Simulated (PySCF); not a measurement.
C7H12SSi, SMILES C[Si](C)(C)c1cccs1, GFN2-xTB optimised geometry.

```
21

C     -1.12    -2.77    -0.13
Si    -2.10    -1.15     0.01
C     -3.09    -1.10     1.64
C     -3.29    -0.95    -1.47
C     -0.89     0.30     0.00
C      0.47     0.30     0.00
C      1.04     1.58     0.00
C      0.11     2.57     0.00
S     -1.49     1.93     0.00
H     -0.52    -2.80    -1.04
H     -0.44    -2.90     0.71
H     -1.78    -3.63    -0.15
H     -3.62    -0.16     1.75
H     -2.43    -1.20     2.50
H     -3.82    -1.90     1.69
H     -2.75    -1.01    -2.42
H     -4.05    -1.73    -1.48
H     -3.79     0.01    -1.44
H      1.05    -0.61     0.00
H      2.10     1.77     0.00
H      0.25     3.63     0.00
```

Density from CAM-B3LYP/def2-SVP run with PySCF at that geometry.

Minimum of the electron density along straight lines between bonded atoms, close to the bond critical point (lines longer than 1.1 times the sum of covalent radii, or with two minima, are not listed):

```tsv
bond	length / Å	ρ at the minimum / e bohr⁻³	∇²ρ there / e bohr⁻⁵	position (fraction from the first atom)
C1–Si2	1.904	0.111	0.32	0.62
Si2–C3	1.907	0.111	0.31	0.38
Si2–C4	1.907	0.111	0.31	0.38
Si2–C5	1.886	0.110	0.36	0.38
C5–C6	1.364	0.322	-0.81	0.51
C6–C7	1.411	0.299	-0.75	0.50
C7–C8	1.357	0.326	-0.84	0.49
C5–S9	1.737	0.210	-0.42	0.46
C8–S9	1.717	0.219	-0.49	0.47
C1–H10	1.085	0.272	-0.98	0.63
C1–H11	1.085	0.272	-0.98	0.63
C1–H12	1.085	0.272	-0.98	0.63
C3–H13	1.086	0.272	-0.98	0.63
C3–H14	1.086	0.272	-0.98	0.63
C3–H15	1.086	0.272	-0.98	0.63
C4–H16	1.086	0.272	-0.98	0.63
C4–H17	1.086	0.272	-0.98	0.63
C4–H18	1.086	0.272	-0.98	0.63
C6–H19	1.076	0.285	-1.10	0.63
C7–H20	1.076	0.284	-1.10	0.64
C8–H21	1.072	0.286	-1.13	0.65
```
